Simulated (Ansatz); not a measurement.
Ansatz results at the PBE0-D4/def2-TZVP geometry: HOMO–LUMO gap (PBE/def2-TZVPP) 6.12 eV; HOMO energy (ωB97M-V/def2-TZVPP) -10.60 eV; HOMO–LUMO gap (B3LYP/def2-TZVPP) 8.12 eV.

Each molecule was computed in one conformer, which needn't be the lowest.

**Question.** Which molecule gave them?
A. `CCCBO`
B. `[BH3-][O+]=C(C)C`
C. `CC(C)BO`
D. `CBCCO`

**Answer.** A. The others give `[BH3-][O+]=C(C)C`: 3.43, -9.96, 5.37; `CC(C)BO`: 5.75, -10.33, 7.73; `CBCCO`: 4.21, -10.08, 6.40.

B3LYP here is the variant with VWN-RPA as its local correlation; programs differ in this.
